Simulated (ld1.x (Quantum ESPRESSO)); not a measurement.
Before and after: PAW potential for Nb

Nb (Z = 41), PAW, made with ld1.x (Quantum ESPRESSO) 7.5 (LDA (PZ), scalar-relativistic). Core [Kr], reference 4d3 5s0 5p0 (charge +2). Waves: 5s (bound, empty): rcut 2.25, rcutus 3.10 bohr; 5s channel at -0.85 Ry: rcut 2.25, rcutus 3.10 bohr; 5p (bound, empty): rcut 3.25, rcutus 3.65 bohr; 5p channel at 1.25 Ry: rcut 3.25, rcutus 3.65 bohr; 4d (bound): rcut 1.65, rcutus 1.75 bohr; 4d channel at -0.6 Ry: rcut 1.65, rcutus 1.75 bohr. Local part: all-electron potential smoothed inside 3.45 bohr (lloc = -1). Core correction: Bessel-smoothed model core inside 1.15 bohr. Augmentation charge: PSQ, radius 1.90 bohr.

All-electron outer shells of the reference configuration (LDA (PZ), scalar-relativistic, ld1.x):

```json
{"shell": "4p", "level (eV)": "-52.01", "outermost node (bohr)": "0.54", "outermost maximum (bohr)": "1.12"}
{"shell": "4d", "level (eV)": "-19.32", "outermost node (bohr)": "0.55", "outermost maximum (bohr)": "1.45"}
{"shell": "5s", "level (eV)": "-17.20", "outermost node (bohr)": "1.38", "outermost maximum (bohr)": "2.72"}
{"shell": "5p", "level (eV)": "-12.34", "outermost node (bohr)": "1.57", "outermost maximum (bohr)": "3.23"}
```

Change: local potential all-electron potential smoothed inside 1.40 bohr (lloc = -1).

Cutoffs: the cutoffs (Ry, on a coarse ladder) from which the occupation-weighted sum of valence levels, in a spherical-Bessel basis at the reference potential, stays within 10 and 1 mRy of its value at 400 Ry; they do not see the model core or the augmentation charge, which bear on the density cutoff. Errors are all-electron minus pseudo energies relative to the spin-unpolarised reference configuration.

Q: Predict the effect on cutoff, ghosts and configuration errors.

A: The potential gets neither clearly harder nor softer (30 Ry and 40 Ry → 30 Ry and 40 Ry); a bound ghost appears in p, s, which as a rule spoils a file; of the 9 tests that both files solve, the error grows in 1 and shrinks in 0 by more than 15 % and 0.3 meV (median size 61.5 → 63.3 meV); the range in which the p phases agree widens (upper end 3.1 → 4.1). A state that the projectors do not describe sees the local part alone, so a deeper or shallower local part can create or remove a ghost.

```tsv
quantity	base	changed
cutoff, loose	30 Ry	30 Ry
cutoff, tight	40 Ry	40 Ry
bound ghosts	none	s, p
error for 4d4 5s1 5p0, meV [ΔE -21.19 eV]	-68	-69
error for 4d4 5s0 5p0, meV [ΔE -14.28 eV]	-81	-80
error for 4d2 5s0 5p0, meV [ΔE 24.93 eV]	-202	-200
error for 4d3 5s1 5p0, meV [ΔE -13.98 eV]	-3.7	-3.8
error for 4d3 5s1 5p1, meV [ΔE -18.37 eV]	-2.0	-5.0
error for 4d3 5s2 5p0, meV [ΔE -21.75 eV]	-8.2	-8.1
error for 4d4 5s0 5p1, meV [ΔE -18.14 eV]	-61	-63
error for 4d3 5s0 5p0 (spin-polarised), meV [ΔE -1.39 eV]	-7.3	-7.0
error for 4d4 5s1 5p0 (spin-polarised), meV [ΔE -23.80 eV]	-71	-73
s: phases at 3.93 bohr within 0.05 rad from the reference energy up to (Ry; the scan ends near 5)	0.6	0.6
p: phases at 3.93 bohr within 0.05 rad from the reference energy up to (Ry; the scan ends near 5)	3.1	4.1
d: phases at 3.93 bohr within 0.05 rad from the reference energy up to (Ry; the scan ends near 5)	2.5	2.7
lowest overlap eigenvalue by channel	s 0.38, p 0.72, d 0.99	s 0.01, p 0.52, d 0.96
```

 A true bound ghost makes a file unfit for plane-wave use even where its test errors are small: the radial tests pick states by their node count and pass the ghost by.
